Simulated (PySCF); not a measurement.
CuH, SMILES [CuH] (connectivity only; charge and spin as stated), neutral, multiplicity 1.

Coordinates come from a PBE0-D3(BJ)/def2-TZVPD optimisation. The spin state was assumed, not searched.

Vertical ionisation energy (IE) and electron affinity (EA) in eV. Rows of orbital energies are one-electron estimates. Where ΔSCF, EOM or ADC give a negative EA the extra electron is unbound and the value depends on the basis.

| level | IE | EA |
|---|---|---|
| −ε(HOMO), −ε(LUMO), HF/def2-TZVPD (PySCF) | 9.12 | -0.31 |
| −ε(HOMO), −ε(LUMO), B3LYP/def2-TZVPD (PySCF) | (withheld) | (withheld) |

Complete the blanks. (The exact figures need the calculation; the answer reports its results.)


- −ε(HOMO), −ε(LUMO), B3LYP/def2-TZVPD (PySCF), IE: 6.56
- −ε(HOMO), −ε(LUMO), B3LYP/def2-TZVPD (PySCF), EA: 2.38
